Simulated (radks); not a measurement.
Q: The mean radii <r> (bohr) of the occupied orbitals of an atom or ion are listed with their occupations. All-electron calculation, scalar-relativistic Kohn-Sham, BLYP, spin-polarised, spherical densities, finite nucleus; Fermi nuclear charge, rms radius of each element as measured or else 0.836 A^(1/3) + 0.57 fm. Program: a radial shooting solver on a logarithmic mesh with Libxc functionals.

orbital  occ.      <r>
1s down     1  0.05620
1s up       1  0.05620
2s up       1   0.2554
2s down     1   0.2551
2p up       3   0.2250
2p down     3   0.2246
3s up       1   0.7284
3s down     1   0.7306
3p up       3   0.7438
3p down     3   0.7468
3d up       2   0.7504

Name the element and its charge. Open shells, if any, are filled with parallel spins first.

A: Z = 27, cobalt, charge +7: Co7+ in [Ar] 3d2. The 1s radius gives Z: for a bare nucleus <r> = (2 gamma + 1)/(2Z) with gamma = sqrt(1 - (Z/c)^2), 0.05483 bohr for Z = 27, and screening makes it slightly larger (0.05620 here). The occupations add up to 20, and the charge is Z minus that.
